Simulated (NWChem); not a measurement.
System: C₄H₅FO; SMILES O=CC1(F)CC1

Parts of the log:

```
             Northwest Computational Chemistry Package (NWChem) 7.3.0
             --------------------------------------------------------

 CS  symmetry detected

                             Geometry "geometry" -> ""
                             -------------------------

 Output coordinates in angstroms (scale by  1.889725989 to convert to a.u.)

  No.       Tag          Charge          X              Y              Z
 ---- ---------------- ---------- -------------- -------------- --------------
    1 O                    8.0000    -0.04643866     2.03678500     0.00000000
    2 C                    6.0000     0.68593090     1.08259456     0.00000000
    3 C                    6.0000     0.20625360    -0.32307482     0.00000000
    4 F                    9.0000     1.21706509    -1.22920728     0.00000000
    5 C                    6.0000    -1.04813428    -0.66748104     0.74699500
    6 C                    6.0000    -1.04813428    -0.66748104    -0.74699500
    7 H                    1.0000     1.80183233     1.17566047     0.00000000
    8 H                    1.0000    -1.03589698    -1.63268523     1.25923900
    9 H                    1.0000    -1.54380525     0.15547477     1.26893500
   10 H                    1.0000    -1.03589698    -1.63268523    -1.25923900
   11 H                    1.0000    -1.54380525     0.15547477    -1.26893500

 Effective nuclear repulsion energy (a.u.)     232.8884895163

      Symmetry information
      --------------------

 Group name             Cs
 Group number              2
 Group order               2
 No. of unique centers     8

                                 NWChem DFT Module
                                 -----------------

 Summary of "ao basis" -> "ao basis" (spherical)
 ------------------------------------------------------------------------------
       Tag                 Description            Shells   Functions and Types
 ---------------- ------------------------------  ------  ---------------------
 O                          def2-svp                 6       14   3s2p1d
 C                          def2-svp                 6       14   3s2p1d
 F                          def2-svp                 6       14   3s2p1d
 H                          def2-svp                 3        5   2s1p

      Symmetry analysis of basis
      --------------------------

        a'         68
        a"         41

            General Information
            -------------------
          SCF calculation type: DFT
          Wavefunction type:  closed shell.
          No. of atoms     :    11
          No. of electrons :    46
           Alpha electrons :    23
            Beta electrons :    23
          Charge           :     0
          Spin multiplicity:     1
          Use of symmetry is: on ; symmetry adaption is: on
          Maximum number of iterations: 150
          AO basis - number of functions:   109
                     number of shells:    51
          Convergence on energy requested:  1.00D-06
          Convergence on density requested:  1.00D-05
          Convergence on gradient requested:  5.00D-04

              XC Information
              --------------
                         MN15 Method XC Functional
                     Hartree-Fock (Exact) Exchange  0.440
                          MN15 Exchange Functional  1.000
                        MN15 Correlation Potential  1.000

             Grid Information
             ----------------
          Grid used for XC integration:  fine
          Radial quadrature: Mura-Knowles
          Angular quadrature: Lebedev.
          Tag              B.-S. Rad. Rad. Pts. Rad. Cut. Ang. Pts.
          ---              ---------- --------- --------- ---------
          O                   0.60       70          11.0       590
          C                   0.70       70          10.0       590
          F                   0.50       70          10.0       590
          H                   0.35       60          11.0       590
          Grid pruning is: on
          Number of quadrature shells:   530
          Spatial weights used:  Erf1

      Superposition of Atomic Density Guess
      -------------------------------------

 Sum of atomic energies:        -326.97930240

      Non-variational initial energy
      ------------------------------

 Total energy =    -330.380934
 1-e energy   =    -908.752786
 2-e energy   =     345.483362
 HOMO         =      -0.310315
 LUMO         =      -0.030023

      Symmetry analysis of molecular orbitals - initial
      -------------------------------------------------

  Numbering of irreducible representations:

     1 a'          2 a"

  Orbital symmetries:

[...]

                         DFT ENERGY GRADIENTS

    atom               coordinates                        gradient
                 x          y          z           x          y          z
   1 O      -0.087756   3.848966   0.000000    0.004869  -0.004323   0.000000
   2 C       1.296221   2.045807   0.000000   -0.005749   0.003106   0.000000
   3 C       0.389763  -0.610523   0.000000   -0.000396   0.004010   0.000000
   4 F       2.299920  -2.322865   0.000000    0.001016  -0.000939   0.000000
   5 C      -1.980687  -1.261356   1.411616   -0.000217  -0.000713  -0.000784
   6 C      -1.980687  -1.261356  -1.411616   -0.000217  -0.000713   0.000784
   7 H       3.404969   2.221676   0.000000    0.001423   0.000337   0.000000
   8 H      -1.957561  -3.085328   2.379617   -0.000125  -0.000422   0.000280
   9 H      -2.917369   0.293805   2.397939   -0.000239   0.000040   0.000249
  10 H      -1.957561  -3.085328  -2.379617   -0.000125  -0.000422  -0.000280
  11 H      -2.917369   0.293805  -2.397939   -0.000239   0.000040  -0.000249
```

Level: MN15/def2-SVP. All runs use the structure optimised with PBE0/def2-SVP.

### Question
Which NWChem input produces such a log?

### Answer
This is not unique; one that fits is the input that was run:
```
start job
memory heap 200 mb stack 900 mb global 1100 mb
geometry units angstroms noautoz
  O     -0.102911     2.028740     0.000000
  C      0.653432     1.093438     0.000000
  C      0.209573    -0.323949     0.000000
  F      1.243049    -1.204144     0.000000
  C     -1.035673    -0.700070     0.746995
  C     -1.035673    -0.700070    -0.746995
  H      1.766613     1.214786     0.000000
  H     -0.998951    -1.664653     1.259239
  H     -1.552064     0.110045     1.268935
  H     -0.998951    -1.664653    -1.259239
  H     -1.552064     0.110045    -1.268935
end
basis spherical
  * library def2-svp
end
dft
  xc mn15
  grid fine
  iterations 150
  mulliken
end
task dft gradient
```
